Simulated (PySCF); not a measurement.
# Electron correlation in In²⁺ (indium, charge +2)

[Kr] 4d9 5s1 5p1, one real determinant (an excited configuration). Calculation: PySCF 2.14, in ANO-RCC-VTZP; scalar relativity by spin-free X2C-1e. Frozen: [Ar] 3d10; 19 electrons correlated.

```tsv
level	correlation energy (mhartree)
CCSD	-553.17
(T)	-10.73
CCSD(T)	-563.90
```

Diagnostics: T1 = 0.0062, D1 = 0.0290, largest double amplitude 0.033.

**Question.** Is a single reference adequate?

**Answer.** Yes, within this model without spin-orbit coupling: T1 lies below 0.03 and no double amplitude reaches 0.07.

The reference is one real determinant that mixes LS terms of this configuration.
